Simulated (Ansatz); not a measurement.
Two structures of BSiH₇O₂, closed shell, reached by relaxing down either side of one saddle point (PBE0-D4/def2-TZVP). Energies are electronic, without zero-point energy. Program: Ansatz 0.2.0. Basis: def2-TZVPP and def2-QZVPP. Cores are frozen in the correlated methods. Extrapolation: Hartree–Fock as exp(−7.88 √X), correlation as X^−2.97. First:

```tsv
atom	x (Å)	y (Å)	z (Å)
B1	0.1802	1.1473	-1.3121
O2	1.4599	1.5846	-1.1811
H3	0.0284	0.1056	-1.8828
H4	-0.7434	1.8400	-0.9868
H5	1.1616	-0.2170	0.7304
O6	0.2228	-0.0809	0.8759
Si7	-0.7330	-1.4178	1.0791
H8	1.5154	2.4435	-0.7557
H9	-0.3795	-2.1347	2.3337
H10	-0.5927	-2.3628	-0.0595
H11	-2.1197	-0.9079	1.1587
```

Second:

B1  (-0.177, 0.814, -0.638)
O2  (1.577, 1.021, -0.730)
H3  (-0.402, 0.187, -1.645)
H4  (-0.529, 1.973, -0.619)
H5  (1.829, 0.889, 0.195)
O6  (-0.270, 0.130, 0.595)
Si7  (-0.825, -1.385, 0.871)
H8  (1.771, 1.939, -0.951)
H9  (-0.319, -1.812, 2.201)
H10  (-0.341, -2.337, -0.167)
H11  (-2.312, -1.419, 0.889)
(Å)

(1) Which bonds change from the first to the second?

(2) Give the saddle point's structure and its height above each. (An estimate is asked for; the value comes from the calculation.)

T1 diagnostic: at most 0.013.

## Answers

(1) SiH₄O ([OH][SiH3]) + BH₃O ([BH2][OH]) → BSiH₅O ([BH2][O][SiH3]) + H₂O (still joined by a long B–O bond); bonds formed: B1–O6, O2–H5; bonds broken: H5–O6; bonds weakened to dative contacts: B1–O2.

(2) By the calculation: 14.96 kcal/mol above the first and 15.43 kcal/mol above the second (CCSD(T) at an estimated basis limit (MP2 extrapolated from triple and quadruple zeta, plus CCSD(T) − MP2 in triple zeta)).
B1  (-0.073, 0.920, -0.798)
O2  (1.470, 0.991, -0.796)
H3  (-0.484, 0.183, -1.656)
H4  (-0.588, 2.000, -0.683)
H5  (1.115, 0.425, 0.258)
O6  (0.001, 0.175, 0.593)
Si7  (-0.665, -1.328, 0.866)
H8  (1.785, 1.888, -0.659)
H9  (-0.241, -1.750, 2.223)
H10  (-0.182, -2.300, -0.145)
H11  (-2.139, -1.204, 0.797)
(Å)

Labels in which every atom is bracketed show which atoms are joined, not bond orders.

For scale, one of the runs: CCSD(T)/def2-TZVPP, 233 basis functions, launched by `ansatz run in.yaml --threads 4 --pin off --events-out ev --progress --plain --max-ram 9574MiB`. Hardware: 4 CPU threads of an Intel Xeon Platinum 8488C, shared host. Wall time 55 s; peak host memory 4.2 GiB.
